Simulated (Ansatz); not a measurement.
Consider the redistribution: `[OH][Al]([Cl])[O][SiH3]` + `CO[SiH](O)[SiH3]` → `C[O][Al]([OH])[Cl]` + `O[SiH]([SiH3])O[SiH3]`.

Gas-phase electronic energies from Ansatz, PBE0-D4/def2-TZVP geometries. CCSD(T)/CBS is the MP2 limit (def2-TZVPP, def2-QZVPP) plus CCSD(T) − MP2 in def2-TZVPP, frozen cores. DFT in def2-TZVPP. B3LYP here is the variant with VWN-RPA as its local correlation; programs differ in this. Each species was taken in one conformer, which may not be the lowest.

```json
{"level": "PBE-D4", "ΔE (kJ/mol)": "9.3"}
{"level": "PBE0-D4", "ΔE (kJ/mol)": "10.0"}
{"level": "B3LYP-D4", "ΔE (kJ/mol)": "9.9"}
{"level": "r2SCANh-D4", "ΔE (kJ/mol)": "10.8"}
{"level": "CAM-B3LYP-D4", "ΔE (kJ/mol)": "11.3"}
{"level": "revPBE", "ΔE (kJ/mol)": "12.3"}
{"level": "PBE0", "ΔE (kJ/mol)": "11.9"}
{"level": "CCSD/def2-SVP", "ΔE (kJ/mol)": "16.7"}
```

Problem. What does CCSD(T)/CBS give? (Estimate.)

Solution. The calculation gave: +12.4 kJ/mol. The listed levels differ from it by -3.1, -2.4, -2.5, -1.6, -1.1, -0.1, -0.5, 4.3 kJ/mol.

Largest T1 diagnostic among the species: 0.013.

At CCSD(T), def2-SVP lies +4.2 kJ/mol from the extrapolated value and def2-TZVPP +1.2 kJ/mol. Leaving LDA and LC-ωPBE aside and taking each functional with its dispersion term where it has one, the values, not all of them listed here, spread over 4.3 kJ/mol, from revPBE-D4 to B2PLYP. The D4 term adds −3.3 kJ/mol with B3LYP and −1.9 kJ/mol with PBE0; it sums over pairs of atoms, weighted by their polarisabilities, and B3LYP, whose exchange is more repulsive, gets the larger term.
